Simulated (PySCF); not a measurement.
Al(Me)(OMe)(SH) (C2H7AlOS), SMILES C[O][Al]([CH3])[SH].

Coordinates come from a TPSSh-D3(BJ)/def2-SVP optimisation. The structure was generated by enumeration; whether it is a known compound was not checked. The values are those of a single conformer.

Two levels are set side by side: TDDFT-PBE/def2-SVPD (PySCF) and TDDFT-M06-2X/def2-SVPD (PySCF). Vertical, same geometry. The lowest singlet is HOMO→LUMO 99 % with PBE and HOMO→LUMO 81 % with the other functional; states are paired by order. Differences are taken from unrounded values.

| quantity | TDDFT-M06-2X | TDDFT-PBE | TDDFT-PBE minus TDDFT-M06-2X |
|---|---|---|---|
| lowest singlet excitation (eV) | 5.98 | 5.17 | -0.81 |
| lowest triplet excitation (TDA) (eV) | 5.74 | 4.98 | -0.76 |
| first bright state (f over 0.05) (eV) | 5.98 | 5.84 | -0.14 |
| its oscillator strength | 0.05 | 0.09 | 0.04 |

Functionals without exact exchange tend to place singlet excitations lower, as here. Differences between two approximate levels are no errors against the true value.

Rough cost on one machine, each run with all the roots and properties that it gave: TDDFT-M06-2X against TDDFT-PBE about 20 times.
